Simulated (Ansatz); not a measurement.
Harmonic frequencies (cm⁻¹) at PBE0-D4/def2-TZVP from Ansatz: 71, 85, 114, 298, 299, 396, 416, 500, 551, 569, 666, 721, 848, 884, 940, 940, 1152, 1920, 1920, 2213, 2228, 2229, 2593, 2693.

Task: Which molecule is it?
A. `C[B]1[AlH][CH]1F`
B. `C[N]1[AlH][SiH2]1`
C. `[BH2][SnH2][SiH3]`
D. `F[CH]([AlH2])[SiH3]`

Result: C.
